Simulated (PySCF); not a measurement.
Spinor energies of Eu (europium, neutral)

Start: [Xe] 4f7 6s2; 4f5/2 filled at m_j = -5/2, -3/2, -1/2, +1/2, +3/2, +5/2; 4f7/2 filled at m_j = +7/2. Calculated with PySCF 2.14 in x2c-SVPall-2c (7s10p9d3f1g, 112 functions): generalised Hartree-Fock with the X2C-1e Hamiltonian and a Gaussian nucleus; one run each with spin-orbit coupling (SO) switched off, then screened by Boettger's factors.

| spinor shell | electrons | ε, spin-free (eV) | ε, screened SO (eV) | weight of nominal j (screened SO) | rms radius, screened SO (bohr) |
| --- | --- | --- | --- | --- | --- |
| 1s1/2 | 2 | -48756.4 | -48747.9 | 1.000 | 0.0254 |
| 2s1/2 | 2 | -8123.9 | -8121.3 | 1.000 | 0.103 |
| 2p1/2 | 2 | -7232.7 | -7689.1 | 1.000 | 0.0881 |
| 2p3/2 | 4 | -7232.7 | -7036.2 | 1.000 | 0.0944 |
| 3s1/2 | 2 | -1836.0 | -1835.2 | 1.000 | 0.266 |
| 3p1/2 | 2 | -1552.8 | -1647.7 | 1.000 | 0.257 |
| 3p3/2 | 4 | -1552.8 | -1511.4 | 1.000 | 0.270 |
| 3d3/2 | 4 | -1173.0 | -1190.4 | 0.995 | 0.243 |
| 3d5/2 | 6 | -1173.0 | -1160.7 | 0.996 | 0.246 |
| 4s1/2 | 2 | -385.97 | -385.75 | 1.000 | 0.602 |
| 4p1/2 | 2 | -290.20 | -312.53 | 0.966 | 0.621 |
| 4p3/2 | 4 | -290.20 | -280.35 | 0.983 | 0.649 |
| 4d3/2 | 4 | -153.64 | -159.25 | 0.722 | 0.706 |
| 4d5/2 | 6 | -153.64 | -149.73 | 0.815 | 0.711 |
| 5s1/2 | 2 | -54.738 | -54.705 | 1.000 | 1.49 |
| 5p1/2 | 2 | -29.437 | -32.922 | 0.879 | 1.69 |
| 5p3/2 | 4 | -29.437 | -27.888 | 0.940 | 1.81 |
| 4f5/2 | 6 | -14.302 | -14.283 | 0.547 | 1.02 |
| 4f7/2 | 1 | -14.302 | -13.889 | 1.000 | 1.03 |
| 6s1/2 | 2 | -4.899 | -4.900 | 1.000 | 4.96 |

```tsv
quantity	spin-free	screened SO
E (hartree)	-10836.36800	-10842.93332
M_J	7/2	7/2
⟨J²⟩	15.761	15.761
⟨L²⟩	0.000	0.100
⟨S²⟩	15.761	15.705
```

Each row is a mean over spinors that exchange with the open shell spreads, by up to 17.797 eV (4d5/2).

Rows whose weight is well below 1 are mixtures of j = l ± 1/2: exchange outweighs spin-orbit coupling there, and the label is only the starting occupation.

Breit and QED terms are absent; they matter most for the inner s and p1/2 levels.

Densities and radii are taken from the X2C orbitals without a picture-change correction, which distorts them close to the nucleus.

Without spin-orbit coupling the j labels of p, d and f shells carry no meaning; the spin-free column gives the mean over the occupied spinors of each nl shell.
